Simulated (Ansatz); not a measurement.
`ClCCCCl` + `CBN` → `CB(N)CCl` + `CCCl`  (formal exchange of groups at a C–C bond)

Calculated with Ansatz (gas phase, PBE0-D4/def2-TZVP geometries, no zero-point term in ΔE). CCSD(T)/CBS is the MP2 limit (def2-TZVPP, def2-QZVPP) plus CCSD(T) − MP2 in def2-TZVPP, frozen cores. DFT in def2-TZVPP. B3LYP here is the variant with VWN-RPA as its local correlation; programs differ in this. Each species was taken in one conformer, which may not be the lowest.

```tsv
level	ΔE (kJ/mol)	difference from CCSD(T)/CBS
r2SCAN-D4	-38.8	-3.5
PBE0-D4	-37.3	-2.0
B3LYP-D4	-38.2	-2.9
ωB97X-V	-34.2	1.1
B2PLYP	-36.1	-0.8
PBE	-37.5	-2.2
r2SCAN	-38.7	-3.4
PBE0	-36.8	-1.5
B3LYP	-37.4	-2.1
HF/def2-TZVPP	-34.2	1.1
SCS-MP2/def2-TZVPP	-33.1	2.2
CCSD/def2-TZVPP	-35.0	0.3
CCSD(T)/def2-TZVPP	-34.9	0.4
HF/def2-QZVPP	-34.1	1.2
SCS-MP2/def2-QZVPP	-33.4	1.9
CCSD/CBS(def2)	-35.4	-0.1
CCSD(T)/CBS	-35.3	0
```

Largest T1 diagnostic among the species: 0.011.
